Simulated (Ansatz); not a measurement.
One change: `FB(Cl)O[SiH3]` becomes `FB(S)O[SiH3]`.

Ansatz, PBE0-D4/def2-TZVP geometries, multiplicity 1. Each molecule was computed in one conformer, which needn't be the lowest.

```json
{"property": "HOMO energy (B3LYP/def2-TZVPP) / eV", "`FB(Cl)O[SiH3]`": "-8.98"}
{"property": "HOMO energy (PBE/def2-TZVPP) / eV", "`FB(Cl)O[SiH3]`": "-7.77"}
{"property": "HOMO–LUMO gap (B3LYP/def2-TZVPP) / eV", "`FB(Cl)O[SiH3]`": "8.54"}
{"property": "HOMO–LUMO gap (PBE/def2-TZVPP) / eV", "`FB(Cl)O[SiH3]`": "6.70"}
{"property": "HOMO energy (PBE0/def2-TZVPP) / eV", "`FB(Cl)O[SiH3]`": "-9.28"}
{"property": "size of the dipole moment (B3LYP/def2-TZVPP) / D", "`FB(Cl)O[SiH3]`": "1.84"}
```

Question: Give the same properties after the change, and the shifts. (An estimate is asked.)

Answer: Ansatz gave: 
```tsv
property	`FB(S)O[SiH3]`	shift
HOMO energy (B3LYP/def2-TZVPP) / eV	-7.74	1.24
HOMO energy (PBE/def2-TZVPP) / eV	-6.73	1.04
HOMO–LUMO gap (B3LYP/def2-TZVPP) / eV	7.28	-1.26
HOMO–LUMO gap (PBE/def2-TZVPP) / eV	5.63	-1.07
HOMO energy (PBE0/def2-TZVPP) / eV	-8.00	1.28
size of the dipole moment (B3LYP/def2-TZVPP) / D	1.01	-0.83
```

Dipoles are sizes alone; their direction can turn.

B3LYP here is the variant with VWN-RPA as its local correlation; programs differ in this.
